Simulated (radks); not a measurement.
Values are calculated unless marked as measured or tabulated.
Problem. Radial electron density D(r) = 4 pi r^2 rho(r) of an atom or ion with 21 electrons. Level of theory: scalar-relativistic Kohn-Sham, r2SCAN, spin-polarised, spherical densities, finite nucleus; meta-GGA in the generalised Kohn-Sham scheme; Fermi nuclear charge, rms radius of each element as measured or else 0.836 A^(1/3) + 0.57 fm (a radial shooting solver on a logarithmic mesh with Libxc functionals).

```
   r/bohr * D(r) (the largest magnitude, 27.9, reaches the edge; | marks zero)
 0.003443 | *
 0.003944 | *
 0.004519 |  *
 0.005177 |   *
 0.005979 |    *
  0.00685 |     *
 0.007848 |       *
 0.008991 |         *
   0.0103 |           *
   0.0118 |              *
  0.01352 |                  *
  0.01549 |                     *
  0.01775 |                         *
  0.02033 |                              *
   0.0233 |                                  *
  0.02669 |                                       *
  0.03082 |                                           *
  0.03531 |                                               *
  0.04046 |                                                 *
  0.04635 |                                                   *
   0.0531 |                                                  *
  0.06084 |                                                *
   0.0697 |                                             *
  0.07986 |                                          *
  0.09149 |                                       *
   0.1048 |                                      *
   0.1201 |                                      *
   0.1376 |                                         *
   0.1576 |                                             *
    0.182 |                                                  *
   0.2086 |                                                      *
   0.2389 |                                                      *
   0.2738 |                                                  *
   0.3136 |                                           *
   0.3593 |                                  *
   0.4117 |                         *
   0.4717 |                  *
   0.5404 |               *
   0.6191 |               *
   0.7093 |                 *
   0.8126 |                   *
    0.931 |                   *
    1.075 |                 *
    1.232 |             *
    1.411 |         *
    1.617 |      *
    1.852 |   *
    2.122 | *
    2.431 |*
    2.786 |*
    3.192 |*
    3.656 |*
    4.189 |*
    4.799 *
    5.543 *
     6.35 *
    7.275 *
    8.335 *
     9.55 *
    10.94 *
```

What is the nuclear charge?

Solution. Z = 22. The innermost maximum, from 1s, lies near gamma/Z bohr with gamma = sqrt(1 - (Z/c)^2) = 0.987, here 0.0449 bohr (found: 0.0479), and its height grows with Z. The density is that of the titanium ion Ti+ in [Ar] 3d2 4p1; the configuration itself is not fixed sharply by these data, and Z only to about a unit. D(r) has 3 maxima, at r = 0.0479, 0.226, 0.880 bohr, and minima at 0.109, 0.567 bohr, inside which lie 2.14, 10.42 electrons.
